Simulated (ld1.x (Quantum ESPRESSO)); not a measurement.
Before and after: TM potential for V (Z = 23)

- Element: V (Z = 23)
- Generator: ld1.x (Quantum ESPRESSO) 7.5
- Type: norm-conserving Troullier–Martins (Kleinman–Bylander form)
- Functional: LDA (PZ)
- Relativity: scalar-relativistic
- Frozen core: [Ne] 3s2
- Valence charge: 11
- Reference configuration: 3p6 3d3 4s1.5 4p0 (charge +0.5)
- Partial waves: 4s (bound): rc 2.05 bohr; 3p (bound): rc 1.25 bohr; 3d (bound): rc 1.20 bohr
- Local potential: all-electron potential smoothed inside 1.65 bohr (lloc = -1)
- Core correction: Bessel-smoothed model core, default radius (core density twice the valence density)

Change: local potential all-electron potential smoothed inside 1.14 bohr (lloc = -1).

Cutoffs: the cutoffs (Ry, on a coarse ladder) from which the occupation-weighted sum of valence levels, in a spherical-Bessel basis at the reference potential, stays within 10 and 1 mRy of its value at 400 Ry; they do not see the model core or the augmentation charge, which bear on the density cutoff. Errors are all-electron minus pseudo energies relative to the spin-unpolarised reference configuration.

Question: What does the change do?

Answer: The potential gets neither clearly harder nor softer (120 Ry and 140 Ry → 120 Ry and 140 Ry); both files keep a bound ghost (s); of the 9 tests that both files solve, the error grows in 1 and shrinks in 5 by more than 15 % and 0.3 meV (median size 19.8 → 17.0 meV); the range in which the s phases agree narrows (upper end 4.6 → 0.2).

| quantity | base | changed |
| --- | --- | --- |
| cutoff, loose | 120 Ry | 120 Ry |
| cutoff, tight | 140 Ry | 140 Ry |
| loose cutoff by channel (10 mRy a level) | s 15 Ry, p 40 Ry, d 110 Ry | s 12 Ry, p 40 Ry, d 110 Ry |
| bound ghosts | s | s |
| error for 3p6 3d3 4s2 4p0, meV [ΔE -3.18 eV] | -0.7 | 0.0 |
| error for 3p6 3d3 4s1 4p0, meV [ΔE 4.76 eV] | -1.8 | -1.1 |
| error for 3p6 3d3 4s0 4p0, meV [ΔE 19.31 eV] | -17 | -17 |
| error for 3p6 3d3 4s1 4p1, meV [ΔE 0.23 eV] | -18 | +5.3 |
| error for 3p6 3d1 4s0 4p0, meV [ΔE 94.60 eV] | -59 | -13 |
| error for 3p6 3d2 4s0 4p0, meV [ΔE 48.46 eV] | +20 | +31 |
| error for 3p6 3d2 4s2 4p1, meV [ΔE 2.73 eV] | -128 | -29 |
| error for 3p6 3d3 4s1.5 4p0 (spin-polarised), meV [ΔE -1.89 eV] | +45 | +46 |
| error for 3p6 3d3 4s2 4p0 (spin-polarised), meV [ΔE -4.81 eV] | +45 | +49 |
| s: phases at 2.24 bohr within 0.05 rad from the reference energy up to (Ry; the scan ends near 5) | 4.6 | 0.2 |
| p: phases at 2.24 bohr within 0.05 rad from the reference energy up to (Ry; the scan ends near 5) | to the end of the scan | to the end of the scan |
| d: phases at 2.24 bohr within 0.05 rad from the reference energy up to (Ry; the scan ends near 5) | 1.8 | 2.4 |

Changed file: These tests converged, but a pseudo level misses the all-electron one widely, so the file describes the atom poorly there or has found another state: 3p6 3d1 4s0 4p0: empty 4s by 5.4 eV (a node warning on the way). A true bound ghost makes a file unfit for plane-wave use even where its test errors are small: the radial tests pick states by their node count and pass the ghost by.
